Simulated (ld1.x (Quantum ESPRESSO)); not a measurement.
**What the settings do to the TM potential of Ag (Z = 47)**

Base potential:

silver, norm-conserving Troullier–Martins (Kleinman–Bylander form), made with ld1.x (Quantum ESPRESSO) 7.5 (PBE, scalar-relativistic). Core [Ar] 3d10 4s2, reference 4p6 4d10 5s0.75 5p0 (charge +0.25). Waves: 4p (bound): rc 1.45 bohr; 4d (bound): rc 1.95 bohr; 5s (bound): rc 2.50 bohr. Local part: the s channel. Core correction: a·sin(br)/r model core inside 1.25 bohr.

Cutoffs, loose and tight: the cutoffs (Ry, on a coarse ladder) from which the occupation-weighted sum of valence levels, in a spherical-Bessel basis at the reference potential, stays within 10 and 1 mRy of its value at 400 Ry. They do not see the model core or the augmentation charge, which bear on the density cutoff. Test errors are all-electron minus pseudo excitation energies from the reference, over the configurations 4p6 4d10 5s1 5p0; 4p6 4d10 5s0 5p0; 4p6 4d9 5s0 5p0; 4p6 4d9 5s1 5p0; 4p6 4d10 5s0.5 5p0; 4p6 4d7 5s0 5p0; 4p5 4d10 5s1 5p0. A dash means not determined; rows that change the core or the reference have their own tests.

| change | outcome | cutoff, loose | cutoff, tight | bound ghosts | largest test error (meV) |
| --- | --- | --- | --- | --- | --- |
| base | generated | 70 Ry | 100 Ry | none | -1022 |
| wave 4p (bound): rc 1.45 bohr becomes 4p (bound): rc 1.36 bohr | generated | 70 Ry | 120 Ry | none | -1025 |
| wave 4p (bound): rc 1.45 bohr becomes 4p (bound): rc 1.44 bohr | generated | 70 Ry | 100 Ry | none | -1022 |
| wave 4p (bound): rc 1.45 bohr becomes 4p (bound): rc 1.66 bohr | generated | 55 Ry | 90 Ry | none | -1017 |
| wave 4p (bound): rc 1.45 bohr becomes 4p (bound): rc 1.82 bohr | generated | 55 Ry | 90 Ry | none | -1014 |
| wave 4p (bound): rc 1.45 bohr becomes 4p (bound): rc 1.98 bohr | generated | 55 Ry | 90 Ry | none | -1016 |
| wave 4p (bound): rc 1.45 bohr becomes 4p (bound): rc 2.20 bohr | generated | 55 Ry | 90 Ry | none | -1027 |

(1) What comes out with this change to the base: wave 4p (bound): rc 1.45 bohr becomes 4p (bound): rc 1.18 bohr?

(2) What comes out with this change to the base: wave 4p (bound): rc 1.45 bohr becomes 4p (bound): rc 1.00 bohr?

## Answers

(1) outcome: generated; cutoff, loose: 120 Ry; cutoff, tight: 160 Ry; bound ghosts: none; largest test error (meV): -1029.

(2) outcome: generated; cutoff, loose: 160 Ry; cutoff, tight: 200 Ry; bound ghosts: none; largest test error (meV): -1031.

Reading the sweep of the p radius (base included, trends over the rows without a ghost): The loose cutoff falls from 160 Ry at 1 to 55 Ry at 2.2 bohr. A larger radius leaves more room for a smooth pseudo-wave, so fewer plane waves are needed; a smaller one forces it to follow the all-electron wave where it bends sharply. The median size of the test errors (rows with all tests solved) stays near 78.7 meV.
